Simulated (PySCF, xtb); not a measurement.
Si(OSiH3)2(NHSiH3)(Cl) (ClH10NO2Si4), SMILES [SiH3]N[Si](Cl)(O[SiH3])O[SiH3].

GFN2-xTB in xtb 6.7.1 at its own geometry gives an orbital gap of 5.32 eV and a dipole moment of 3.17 D.

Geometry: r2SCAN-D4/def2-SVP. The values are those of a single conformer.

Problem. What does PBE/def2-SVP run with PySCF give? (Estimate from the structure and the level; the computed values follow.)

Solution. gap 5.64 eV (levels -6.39 and -0.74 eV), dipole 0.74 D.
